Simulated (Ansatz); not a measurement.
Species: cyclobuten-1-yloxysilane, C$_{4}$H$_{8}$OSi, net charge 0, singlet state. 
Geometry from a B3LYP-D3(BJ)/def2-TZVP (Ansatz, an electronic-structure program) optimisation:
SMILES: [SiH3]OC1=CCC1
```xyz
14

Si     2.1469    -0.1226     0.1047
O      0.7797     0.5672    -0.5374
C     -0.4959     0.2519    -0.2330
C     -1.6723     0.7248    -0.6528
C     -2.4552    -0.2313     0.2317
C     -1.0663    -0.7780     0.7165
H      3.2743     0.5595    -0.5556
H      2.1800    -1.5765    -0.1754
H      2.1980     0.0840     1.5703
H     -1.9676     1.4920    -1.3529
H     -3.0508     0.2293     1.0224
H     -3.0657    -0.9718    -0.2888
H     -0.8547    -0.6200     1.7762
H     -0.8696    -1.8218     0.4631
```
Charge 0, spin multiplicity 1.

Parts of the frozen-core correlation energy in STO-3G (Ansatz, hartree). Frozen orbitals: 10; correlated occupied orbitals by spin: 17 and 17; virtual: 15 and 15. Spin-orbit coupling is left out. Non-relativistic. The restricted reference is unstable.

| term | value |
|---|---|
| reference (HF) | -513.68641 |
| MP2 opposite-spin | -0.25445 |
| MP2 same-spin | … |
| CCSD correlation | … |
| (T) | … |
| T1 diagnostic | 0.008 |
| largest doubles amplitude | 0.159 |

**Question.** Complete the blanks.

**Answer.** 
- MP2 same-spin, value: -0.04503
- CCSD correlation, value: -0.37821
- (T), value: -0.00672
